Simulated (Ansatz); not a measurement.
H$_{2}$O$_{4}$W, charge +1, doublet (typed; the unrestricted solution is spin-contaminated), geometry from GFN2-xTB of the parent state (such geometries of metal compounds can be far from the true shape) (the multiplicity is a formal guess) (core potentials on W); HF/def2-SVP run with Ansatz (a first-principles code).

The Ansatz input:
Ansatz 0.2 input:
```yaml
crystal:
  periodic: [false, false, false]
  atoms:
    - {symbol: W, position_ang: [0.12129397, 0.00052045, 0.01790949]}
    - {symbol: O, position_ang: [1.24988859, 0.00220105, -1.27391859]}
    - {symbol: O, position_ang: [0.82836272, 0.00671635, 1.58077987]}
    - {symbol: O, position_ang: [-1.32346865, -1.06762787, -0.99928424]}
    - {symbol: H, position_ang: [-0.98939515, -1.08854339, -1.90547988]}
    - {symbol: O, position_ang: [-1.56470651, 1.05523523, 0.57283479]}
    - {symbol: H, position_ang: [-1.50696793, 1.07783194, 1.53688289]}
basis:
  gaussian:
    orbitals: def2-SVP
hamiltonian:
  xc: hf
total_charge: 1
magnetization: {spin_polarized: true, initial_magnetization: 1}
```

It wrote (shortened):

```
Functional definition: HF
931 factors; integrals over basis functions are off by at most 9.8e-4 eV
mean field evaluation 1: about -9950.5763 eV, gradient 6.5e1 eV
mean field evaluation 2: about -9950.7223 eV, gradient 6.5e1 eV
mean field evaluation 4: about -9967.7110 eV, gradient 6.6e0 eV
mean field evaluation 8: about -9968.5174 eV, gradient 2.6e0 eV
mean field evaluation 16: about -9969.5390 eV, gradient 6.6e-1 eV
mean field evaluation 32: about -9970.4827 eV, gradient 3.8e-3 eV
mean field evaluation 64: about -9757.2999 eV, gradient 6.0e2 eV
mean field evaluation 96: about -9726.9867 eV, gradient 6.1e2 eV
mean field evaluation 128: about -9790.3589 eV, gradient 6.0e2 eV
mean field evaluation 160: about -9871.0329 eV, gradient 6.0e2 eV
mean field evaluation 192: about -9865.3912 eV, gradient 6.0e2 eV
mean field evaluation 224: about -9968.9156 eV, gradient 6.2e0 eV
mean field evaluation 256: about -9970.0380 eV, gradient 1.1e0 eV
mean field evaluation 288: about -9967.5100 eV, gradient 3.1e0 eV
mean field evaluation 320: about -9969.2913 eV, gradient 3.0e-1 eV
mean field evaluation 352: about -9970.0097 eV, gradient 2.8e-1 eV
mean field evaluation 384: about -9969.8534 eV, gradient 1.8e-3 eV
mean field evaluation 416: about -9963.8235 eV, gradient 2.3e1 eV
mean field evaluation 448: about -9970.1964 eV, gradient 1.1e0 eV
mean field evaluation 480: about -9966.5390 eV, gradient 1.7e1 eV
mean field evaluation 512: about -9970.2935 eV, gradient 6.8e-1 eV
mean field evaluation 544: about -9970.1786 eV, gradient 1.9e0 eV
mean field evaluation 576: about -9969.8282 eV, gradient 6.1e0 eV
mean field evaluation 608: about -9970.4748 eV, gradient 2.1e-1 eV
mean field evaluation 640: about -9968.6630 eV, gradient 4.4e-1 eV
mean field evaluation 672: about -9954.4970 eV, gradient 3.8e1 eV
mean field evaluation 704: about -9966.7356 eV, gradient 4.6e0 eV
mean field evaluation 736: about -9962.3598 eV, gradient 1.7e1 eV
mean field evaluation 768: about -9959.5268 eV, gradient 1.6e1 eV
mean field evaluation 800: about -9968.4376 eV, gradient 3.4e0 eV
mean field evaluation 832: about -9966.6843 eV, gradient 9.8e0 eV
mean field evaluation 864: about -9962.3609 eV, gradient 1.3e1 eV
mean field evaluation 896: about -9969.4778 eV, gradient 3.6e0 eV
mean field evaluation 928: about -9967.8890 eV, gradient 2.6e0 eV
mean field evaluation 960: about -9970.2906 eV, gradient 9.0e-1 eV
mean field evaluation 992: about -9943.0569 eV, gradient 4.2e1 eV
mean field evaluation 1024: about -9963.0485 eV, gradient 1.7e1 eV
mean field -9970.48265733 eV, -366.4084794209 hartree, gradient 1.8e-5 eV, S^2 2.140117; 13 other end points of the search recorded, 0 dependent functions left out
reference -9970.48265733 eV, -366.4084794209 hartree; 24, 23 occupied and 74, 75 virtual orbitals, 931 factors
Total energy: -9970.48265733 eV, -366.4084794209 hartree
```
